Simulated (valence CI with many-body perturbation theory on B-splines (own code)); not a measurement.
**E1 transitions of Sm XLVIII**

Method: relativistic CI+MBPT: five valence electrons over a frozen Dirac-Fock core [Ne], radial functions for each j: 11 s, 11 p, 10 d, 8 f, 5 g, 2 h, with the one-electron correlation potential Σ1, the two-electron term Σ2, the three-electron term Σ3, Breit, model QED; selected CI, second order for the rest, scaled by the run's own slope (own B-spline code, finite nucleus).

No measured spectrum was set against this ion. As an estimate, large intervals hold to a few tenths of a per cent, small ones and those within an open d or f shell to about a per cent. Among the levels kept, up to 3200 cm⁻¹ of a level comes from second order outside the variational space, and about a tenth of that is noise between levels of different J, which matters for small intervals.

Lines 1 to 50 of 555 in falling wavelength, among levels below 6331.3 × 10³ cm⁻¹, chosen from the strongest by gf and those to the six lowest levels. Wavelengths and rates use the calculated energies. Electric multipoles are in the length gauge, E1 and E2 with the static RPA response of the core. Weak lines are less certain than strong ones. Lines between different terms over intervals too small for the method are left out, as are lines whose strength nearly cancels. Where a level lies close to another of its J and parity, the split of strength between their lines is uncertain. The highest levels of a list are the least certain.

Levels are named by their leading jj configuration (3d3/2^4 stands for four electrons in 3d with j = 3/2), which in mixed levels can hold well under half, so a name can repeat and another be missing. Letters in brackets count levels of one name in rising energy.

| λ vac (nm) | Upper | Lower | A (s⁻¹) | S (a.u.) with core polarisation | S without |
| --- | --- | --- | --- | --- | --- |
| 16.78 | (3s^2 3p1/2^2 3d5/2) J=5/2 | (3s^2 3p1/2 3p3/2^2) J=5/2 | 4.99e+07 | 6.99e-04 | 7.12e-04 |
| 14.83 | (3s^2 3p1/2^2 3d5/2) J=5/2 | (3s^2 3p1/2 3p3/2^2) J=3/2 | 7.05e+07 | 6.81e-04 | 6.94e-04 |
| 12.70 | (3s 3p1/2^2 3d3/2^2) J=5/2 | (3s^2 3p1/2 3d3/2^2) J=3/2 | 3.44e+09 | 2.09e-02 | 2.13e-02 |
| 12.01 | (3s 3p1/2^2 3p3/2 3d3/2) J=7/2 | (3s^2 3p1/2 3p3/2 3d3/2) J=5/2 [b] | 3.81e+09 | 2.61e-02 | 2.65e-02 |
| 10.89 | (3s 3p1/2^2 3d3/2 3d5/2) J=9/2 | (3s^2 3p1/2 3d3/2 3d5/2) J=7/2 [b] | 7.33e+09 | 4.67e-02 | 4.75e-02 |
| 10.85 | (3s 3p1/2 3p3/2^2 3d3/2) J=9/2 | (3s^2 3p3/2^2 3d3/2) J=7/2 | 5.79e+09 | 3.65e-02 | 3.72e-02 |
| 10.39 | (3s 3p1/2^2 3p3/2 3d5/2) J=9/2 | (3s^2 3p1/2 3p3/2 3d5/2) J=9/2 | 5.78e+09 | 3.20e-02 | 3.25e-02 |
| 10.36 | (3s 3p1/2^2 3p3/2 3d5/2) J=7/2 [a] | (3s^2 3p1/2 3p3/2 3d5/2) J=5/2 [b] | 5.48e+09 | 2.40e-02 | 2.45e-02 |
| 10.03 | (3s 3p1/2^2 3p3/2^2) J=5/2 | (3s^2 3p1/2 3p3/2^2) J=5/2 | 5.42e+09 | 1.62e-02 | 1.65e-02 |
| 9.939 | (3s 3p1/2^2 3d3/2^2) J=3/2 | (3s^2 3p1/2 3d3/2^2) J=5/2 | 1.02e+10 | 1.98e-02 | 2.02e-02 |
| 9.809 | (3s 3p1/2 3p3/2^2 3d5/2) J=11/2 | (3s^2 3p3/2^2 3d5/2) J=9/2 | 1.24e+10 | 6.92e-02 | 7.05e-02 |
| 9.803 | (3s 3p1/2^2 3p3/2 3d3/2) J=7/2 | (3s^2 3p1/2 3p3/2 3d3/2) J=7/2 | 7.23e+09 | 2.69e-02 | 2.74e-02 |
| 9.696 | (3s 3p1/2 3p3/2^2 3d5/2) J=7/2 [e] | (3s^2 3p3/2^2 3d5/2) J=5/2 [b] | 9.38e+09 | 3.37e-02 | 3.43e-02 |
| 9.663 | (3s 3p1/2^2 3d3/2 3d5/2) J=7/2 [a] | (3s^2 3p1/2 3d3/2 3d5/2) J=5/2 [a] | 6.26e+09 | 2.23e-02 | 2.27e-02 |
| 9.602 | (3s 3p1/2^2 3p3/2 3d3/2) J=5/2 [a] | (3s^2 3p1/2 3p3/2 3d3/2) J=5/2 [a] | 7.74e+09 | 2.03e-02 | 2.07e-02 |
| 9.556 | (3s 3p1/2^2 3p3/2 3d5/2) J=9/2 | (3s^2 3p1/2 3p3/2 3d5/2) J=7/2 [a] | 1.48e+10 | 6.36e-02 | 6.47e-02 |
| 9.481 | (3s 3p1/2^2 3d3/2 3d5/2) J=7/2 [a] | (3s^2 3p1/2 3d3/2 3d5/2) J=7/2 [a] | 1.07e+10 | 3.60e-02 | 3.66e-02 |
| 9.434 | (3s 3p1/2^2 3d5/2^2) J=9/2 | (3s^2 3p1/2 3d5/2^2) J=9/2 | 9.31e+09 | 3.86e-02 | 3.93e-02 |
| 9.423 | (3s 3p1/2^2 3d5/2^2) J=5/2 | (3s^2 3p1/2 3d5/2^2) J=3/2 | 1.30e+10 | 3.22e-02 | 3.27e-02 |
| 9.416 | (3s 3p1/2^2 3d5/2^2) J=5/2 | (3s^2 3p1/2 3d5/2^2) J=5/2 | 1.19e+10 | 2.95e-02 | 3.00e-02 |
| 9.411 | (3s 3p1/2^2 3p3/2 3d5/2) J=5/2 [a] | (3s^2 3p1/2 3p3/2 3d5/2) J=5/2 [a] | 9.15e+09 | 2.26e-02 | 2.30e-02 |
| 9.371 | (3p1/2^2 3p3/2^2 3d3/2) J=7/2 | (3s 3p1/2 3p3/2^2 3d3/2) J=7/2 [c] | 1.29e+10 | 4.20e-02 | 4.28e-02 |
| 9.359 | (3s 3p1/2^2 3d3/2^2) J=5/2 | (3s^2 3p1/2 3d3/2^2) J=5/2 | 1.16e+10 | 2.81e-02 | 2.86e-02 |
| 9.331 | (3s 3p1/2 3p3/2^2 3d5/2) J=9/2 [b] | (3s^2 3p3/2^2 3d5/2) J=7/2 | 1.20e+10 | 4.83e-02 | 4.92e-02 |
| 9.315 | (3s 3p1/2^2 3p3/2 3d5/2) J=7/2 [b] | (3s^2 3p1/2 3p3/2 3d5/2) J=5/2 [b] | 4.90e+09 | 1.56e-02 | 1.59e-02 |
| 9.299 | (3s 3p1/2^2 3p3/2^2) J=5/2 | (3s^2 3p1/2 3p3/2^2) J=3/2 | 8.90e+09 | 2.12e-02 | 2.16e-02 |
| 9.295 | (3s 3p1/2^2 3d5/2^2) J=9/2 | (3s^2 3p1/2 3d5/2^2) J=7/2 | 1.63e+10 | 6.45e-02 | 6.56e-02 |
| 9.275 | (3s 3p1/2^2 3d3/2 3d5/2) J=5/2 [a] | (3s^2 3p1/2 3d3/2 3d5/2) J=5/2 [a] | 8.44e+09 | 1.99e-02 | 2.03e-02 |
| 9.177 | (3s 3p1/2 3p3/2^3) J=5/2 | (3s^2 3p3/2^3) J=3/2 | 9.49e+09 | 2.17e-02 | 2.21e-02 |
| 9.169 | (3s 3p1/2^2 3p3/2^2) J=1/2 | (3s^2 3p1/2 3p3/2^2) J=1/2 | 1.89e+10 | 1.44e-02 | 1.47e-02 |
| 9.168 | (3s 3p1/2^2 3d3/2 3d5/2) J=9/2 | (3s^2 3p1/2 3d3/2 3d5/2) J=9/2 | 1.13e+10 | 4.30e-02 | 4.38e-02 |
| 9.123 | (3s 3p1/2^2 3p3/2 3d5/2) J=5/2 [a] | (3s^2 3p1/2 3p3/2 3d5/2) J=3/2 [a] | 1.29e+10 | 2.91e-02 | 2.96e-02 |
| 9.107 | (3s 3p1/2^2 3d3/2 3d5/2) J=5/2 [a] | (3s^2 3p1/2 3d3/2 3d5/2) J=7/2 [a] | 8.09e+09 | 1.81e-02 | 1.84e-02 |
| 9.051 | (3s 3p1/2^2 3p3/2 3d5/2) J=3/2 [b] | (3s^2 3p1/2 3p3/2 3d5/2) J=1/2 | 1.15e+10 | 1.69e-02 | 1.72e-02 |
| 8.888 | (3s 3p1/2^2 3p3/2 3d5/2) J=3/2 [b] | (3s^2 3p1/2 3p3/2 3d5/2) J=3/2 [b] | 1.42e+10 | 1.97e-02 | 2.00e-02 |
| 8.885 | (3s 3p1/2^2 3p3/2 3d5/2) J=3/2 [a] | (3s^2 3p1/2 3p3/2 3d5/2) J=5/2 [a] | 1.49e+10 | 2.06e-02 | 2.10e-02 |
| 8.874 | (3s 3p1/2 3p3/2^2 3d3/2) J=7/2 [c] | (3s^2 3p3/2^2 3d3/2) J=7/2 | 1.06e+10 | 2.93e-02 | 2.98e-02 |
| 8.830 | (3s 3p1/2 3p3/2^2 3d5/2) J=5/2 [e] | (3s^2 3p3/2^2 3d5/2) J=5/2 [a] | 8.04e+09 | 1.64e-02 | 1.67e-02 |
| 8.827 | (3s 3p1/2 3p3/2^2 3d5/2) J=7/2 [d] | (3s^2 3p3/2^2 3d5/2) J=5/2 [a] | 1.18e+10 | 3.20e-02 | 3.26e-02 |
| 8.820 | (3s 3p1/2^2 3d5/2^2) J=3/2 | (3s^2 3p1/2 3d5/2^2) J=5/2 | 2.22e+10 | 3.01e-02 | 3.06e-02 |
| 8.705 | (3s 3p1/2^2 3d3/2 3d5/2) J=7/2 [b] | (3s^2 3p1/2 3d3/2 3d5/2) J=9/2 | 2.12e+10 | 5.53e-02 | 5.62e-02 |
| 8.641 | (3s 3p1/2^2 3p3/2 3d5/2) J=5/2 [b] | (3s^2 3p1/2 3p3/2 3d5/2) J=5/2 [b] | 7.36e+09 | 1.41e-02 | 1.43e-02 |
| 8.626 | (3s 3p1/2^2 3d5/2^2) J=7/2 | (3s^2 3p1/2 3d5/2^2) J=9/2 | 2.28e+10 | 5.77e-02 | 5.87e-02 |
| 8.585 | (3s 3p1/2 3p3/2^2 3d5/2) J=3/2 [c] | (3s^2 3p3/2^2 3d5/2) J=5/2 [a] | 1.13e+10 | 1.41e-02 | 1.43e-02 |
| 8.572 | (3s 3p1/2^2 3p3/2 3d5/2) J=5/2 [b] | (3s^2 3p1/2 3p3/2 3d5/2) J=7/2 [b] | 2.03e+10 | 3.78e-02 | 3.85e-02 |
| 8.563 | (3s 3p1/2^2 3d5/2^2) J=1/2 | (3s 3p1/2 3p3/2^2 3d5/2) J=1/2 [a] | 2.50e+10 | 1.55e-02 | 1.58e-02 |
| 8.554 | (3s 3p1/2 3p3/2^2 3d5/2) J=5/2 [g] | (3s^2 3p3/2^2 3d5/2) J=5/2 [b] | 1.03e+10 | 1.90e-02 | 1.94e-02 |
| 8.510 | (3s 3p1/2^2 3d5/2^2) J=7/2 | (3s^2 3p1/2 3d5/2^2) J=7/2 | 6.77e+09 | 1.65e-02 | 1.68e-02 |
| 8.417 | (3s 3p1/2^2 3p3/2^2) J=3/2 | (3s^2 3p1/2 3p3/2^2) J=5/2 | 2.10e+10 | 2.47e-02 | 2.52e-02 |
| 8.401 | (3s 3p1/2 3p3/2^2 3d5/2) J=3/2 [e] | (3s^2 3p3/2^2 3d5/2) J=5/2 [b] | 1.38e+10 | 1.61e-02 | 1.64e-02 |
